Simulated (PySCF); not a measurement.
C2H6BFO2, SMILES C[C@@H](F)B(O)O.

Geometry optimised at B3LYP-D3(BJ)/def2-SVP. The structure was generated by enumeration; whether it is a known compound was not checked. Other conformers were not sampled.

Calculation: PySCF 2.14.0 with TDDFT-PBE/def2-SVPD.

Vertical excitations. Gas-phase values at a fixed geometry.

Computed excitation energies, oscillator strengths and character:
```json
[
 {"state": "S1", "energy (eV)": "6.35", "λ (nm)": "195", "f": "0.003", "main pairs": "HOMO→LUMO 100 %"},
 {"state": "S2", "energy (eV)": "7.06", "λ (nm)": "176", "f": "0.002", "main pairs": "HOMO−1→LUMO 98 %"},
 {"state": "S3", "energy (eV)": "7.16", "λ (nm)": "173", "f": "0.009", "main pairs": "HOMO→LUMO+1 97 %"},
 {"state": "S4", "energy (eV)": "7.25", "λ (nm)": "171", "f": "0.003", "main pairs": "HOMO→LUMO+2 98 %"},
 {"state": "S5", "energy (eV)": "7.47", "λ (nm)": "166", "f": "0.009", "main pairs": "HOMO−2→LUMO 99 %"},
 {"state": "S6", "energy (eV)": "7.90", "λ (nm)": "157", "f": "0.011", "main pairs": "HOMO−1→LUMO+2 97 %"},
 {"state": "S7", "energy (eV)": "8.00", "λ (nm)": "155", "f": "0.018", "main pairs": "HOMO→LUMO+3 97 %"},
 {"state": "S8", "energy (eV)": "8.06", "λ (nm)": "154", "f": "0.017", "main pairs": "HOMO→LUMO+4 95 %"},
 {"state": "S9", "energy (eV)": "8.16", "λ (nm)": "152", "f": "0.012", "main pairs": "HOMO−3→LUMO 85 %"},
 {"state": "S10", "energy (eV)": "8.17", "λ (nm)": "152", "f": "0.024", "main pairs": "HOMO−2→LUMO+1 53 %, HOMO−1→LUMO+1 27 %, HOMO−3→LUMO 13 %"},
 {"state": "T1", "energy (eV)": "6.23", "λ (nm)": "199", "f": "0", "main pairs": "HOMO→LUMO 99 %"},
 {"state": "T2", "energy (eV)": "6.71", "λ (nm)": "185", "f": "0", "main pairs": "HOMO→LUMO+1 98 %"},
 {"state": "T3", "energy (eV)": "6.90", "λ (nm)": "180", "f": "0", "main pairs": "HOMO−1→LUMO 99 %"},
 {"state": "T4", "energy (eV)": "7.02", "λ (nm)": "177", "f": "0", "main pairs": "HOMO→LUMO+2 99 %"}
]
```
Triplets are in the Tamm–Dancoff approximation, which puts them higher than full response would, so one can lie above its singlet here.
